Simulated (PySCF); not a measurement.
Zn(F)(iPr), SMILES C[CH]([Zn][F])C, CAM-B3LYP/def2-SVP optimised geometry.

```
12

Zn    -0.94     0.03     0.00
F     -2.68     0.03     0.01
C      1.00     0.03     0.00
C      1.57     1.13    -0.91
C      1.57    -1.34    -0.35
H      1.29     0.27     1.04
H      2.68     1.14    -0.86
H      1.31     0.97    -1.96
H      1.23     2.13    -0.63
H      1.22    -2.13     0.34
H      2.68    -1.34    -0.30
H      1.31    -1.65    -1.37
```

Density from CAM-B3LYP/def2-TZVP (PySCF) at that geometry.

Minimum of the electron density along straight lines between bonded atoms, close to the bond critical point (lines longer than 1.1 times the sum of covalent radii, or with two minima, are not listed):

```
bond    length / Å  ρ at the minimum / e bohr⁻³  ∇²ρ there / e bohr⁻⁵  position (fraction from the first atom)
------  ----------  ---------------------------  --------------------  ---------------------------------------
Zn1–F2       1.741                            ?                     ?                                     0.50
Zn1–C3       1.941                            ?                  0.18                                     0.50
C3–C4        1.530                        0.244                 -0.60                                     0.50
C3–C5        1.530                        0.244                 -0.60                                     0.50
C3–H6        1.104                        0.271                 -0.90                                     0.64
C4–H7        1.105                        0.270                 -0.91                                     0.64
C4–H8        1.102                        0.272                 -0.92                                     0.64
C4–H9        1.101                        0.273                 -0.92                                     0.64
C5–H10       1.101                        0.273                 -0.92                                     0.64
C5–H11       1.105                        0.270                 -0.91                                     0.64
C5–H12       1.102                        0.272                 -0.92                                     0.64
```

**Question.** Fill in the missing entries.

**Answer.** 
- Zn1–F2, ρ at the minimum / e bohr⁻³: 0.136
- Zn1–F2, ∇²ρ there / e bohr⁻⁵: 0.87
- Zn1–C3, ρ at the minimum / e bohr⁻³: 0.119
